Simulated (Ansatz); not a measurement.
CH3Cl2InO (`C[O][In]([Cl])[Cl]`). The species carries charge 0 and has multiplicity 1. In takes the def2 core potential.

Cartesian coordinates in Å:
```
C -1.3783 -0.0695 0.1447
O -0.1828 -0.0634 0.8953
In 1.5744 0.0537 0.0425
Cl 1.6578 0.3589 -2.2439
Cl 3.4853 -0.0676 1.3001
H -2.1296 0.5109 0.6891
H -1.7538 -1.0921 0.0270
H -1.2731 0.3691 -0.8548
```

Problem. List the harmonic frequencies (cm⁻¹, unscaled) at PBE0-D4/def2-TZVP in Ansatz. (Estimate.)

Solution. Computed: 34, 73, 74, 88, 123, 239, 357, 393, 561, 1100, 1170, 1195, 1476, 1489, 1498, 3006, 3070, 3087.

Problem. Is this a minimum?

Solution. Yes, all 18 modes are real.

Problem. Give the ideal-gas thermochemistry at 298.15 K and 1 bar (rigid rotor, harmonic oscillator; point group C1, symmetry number 1).

Solution. Zero-point energy 113.9 kJ/mol; H(298) − E = 137.7 kJ/mol; entropy 402.7 J/(mol·K), of which translation 175.9, rotation 121.8, vibration 104.9; G(298) − E = 17.7 kJ/mol. Modes under 100 cm⁻¹ are hindered rotations or soft bends, so the harmonic entropy is rough.

Problem. Rotational constants (cm⁻¹)?

Solution. 0.07342, 0.04858, 0.0294.
